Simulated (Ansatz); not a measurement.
Consider the silylene formation by 1,1-elimination: `CO[Si](C)(N)Br` → `CO[Si]Br` + CH₃NH₂.

Calculated with Ansatz (gas phase, PBE0-D4/def2-TZVP geometries, no zero-point term in ΔE). CBS: MP2 limit from def2 TZ/QZ plus the TZ coupled-cluster correction, frozen cores. Functionals use def2-TZVPP. For Br outer-core shells are correlated without core-valence functions, which leaves a few kJ/mol of doubt a bond. Scalar relativity is left out up to krypton. Each species was taken in one conformer, which may not be the lowest.

CCSD(T)/CBS gives +3.07 eV.

Problem. Another level gave +3.00 eV. Which?
A. CCSD(T)/def2-TZVPP
B. ωB97X-V/def2-TZVPP
C. PBE/def2-TZVPP
D. PBE-D4/def2-TZVPP

Solution. A. CCSD(T)/def2-TZVPP 3.00, PBE 2.66, ωB97X-V 3.11, PBE-D4 2.80 eV.

Largest T1 diagnostic among the species: 0.012.

In def2-TZVPP, CCSD(T) changes the Hartree–Fock value by +0.07 eV (the triples alone add −0.00 eV) and MP2 by +0.28 eV. From PBE to PBE0 (25 % exact exchange), in def2-TZVPP and without D4, ΔE moves by +0.26 eV. The D4 term adds +0.22 eV with B3LYP and +0.12 eV with PBE0; it sums over pairs of atoms, weighted by their polarisabilities, and B3LYP, whose exchange is more repulsive, gets the larger term.

B3LYP here is the variant with VWN-RPA as its local correlation; programs differ in this.
